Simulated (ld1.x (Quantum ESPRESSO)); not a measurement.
Sm, TM: configuration errors across variants

samarium, norm-conserving Troullier–Martins (Kleinman–Bylander form), made with ld1.x (Quantum ESPRESSO) 7.5 (PBE, scalar-relativistic). Core [Kr] 4d10 4f6, reference 5s2 5p6 5d0 6s0 6p0 (charge +2). Waves: 5p (bound): rc 2.45 bohr; 5d (bound, empty): rc 2.60 bohr; 5s (bound): rc 2.25 bohr. Local part: the s channel. Core correction: a·sin(br)/r model core, default radius (core density twice the valence density).

All-electron excitation energies from the reference (eV): (1) 5s2 5p6 5d0 6s2 6p0 -17.036; (2) 5s2 5p6 5d0 6s1 6p0 -11.089; (3) 5s2 5p6 5d0 6s1.5 6p0 -14.668; (4) 5s2 5p6 5d1 6s0 6p0 -9.683; (5) 5s2 5p6 5d1 6s1 6p0 -15.028; (6) 5s2 5p6 5d0 6s0 6p2 -12.028; (7) 5s2 5p6 5d0 6s0 6p1 -7.959.

The default core radius of the base comes out at 1.08 bohr.

Tests that are not counted but printed errors over 1 eV. “wave 5s (bound): rc 2.25 bohr becomes 5s (bound): rc 3.04 bohr”: 5s2 5p6 5d0 6s2 6p0 (solver errors, printed error -589 eV); 5s2 5p6 5d0 6s1.5 6p0 (solver errors, printed error -743 eV).

4 further variants failed, have other tests or another functional or relativity, and are left out.

A true bound ghost makes a file unfit for plane-wave use even where its test errors are small: the radial tests pick states by their node count and pass the ghost by. Where a test does run into it, the solver fails or the error is huge.

Errors AE − PS in meV (a dash: test not solved or not reliable):

| change | (1) | (2) | (3) | (4) | (5) | (6) | (7) | bound ghosts |
| --- | --- | --- | --- | --- | --- | --- | --- | --- |
| base | +1490 | +1113 | +1367 | -78 | +606 | -43 | -28 | none |
| all radii but the core radius scaled by about 1.06 (s 2.40, p 2.60, d 2.76 bohr) | +1953 | +1445 | +1785 | -80 | +838 | -140 | -104 | none |
| wave 5s (bound): rc 2.25 bohr becomes 5s (bound): rc 3.04 bohr | – | +3291 | – | -48 | +2338 | +4062 | +3191 | p |
| local potential the d channel | -677 | -455 | -590 | -76 | -387 | +188 | +160 | none |
| core correction a·sin(br)/r model core inside 2.30 bohr | +1508 | +1122 | +1382 | -76 | +612 | -43 | -28 | none |
| wave 5d (bound): rc 2.60 bohr becomes 5d (bound): rc 1.62 bohr | +1490 | +1113 | +1367 | -78 | +606 | -43 | -28 | none |

Task: Give the same row for: wave 5p (bound): rc 2.45 bohr becomes 5p (bound): rc 2.26 bohr.

Result: +1490, +1113, +1367, -78, +606, -42, -27; bound ghosts: none.
